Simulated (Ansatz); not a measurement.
Cartesian coordinates in Å:
```
N 0.814 -0.710 -0.555
B -0.164 0.137 -0.048
S -0.350 0.363 1.741
Br -1.317 1.064 -1.299
H 0.940 -0.854 -1.541
H 1.450 -1.226 0.029
H -1.373 1.225 1.674
```

Charge 0, multiplicity 1.

(1) List the PBE0/def2-TZVPP orbital energies in eV (Ansatz). (Best estimate.)

Answers

(1) Ansatz gave: Occupied: -13149.92, -2422.43, -1704.82, -1535.37, -1535.32, -1535.31, -391.78, -238.65, -217.81, -186.38, -179.01, -178.84, -178.81, -161.65, -161.55, -161.47, -72.51, -72.46, -72.44, -72.30, -72.30, -25.02, -21.76, -20.61, -15.09, -14.93, -11.76, -11.56, -10.05, -9.62, -8.20, -8.16, -7.54. Lowest empty: 0.16, 0.24, 0.98, 1.79, 1.92, 2.80, 3.06, 3.91.
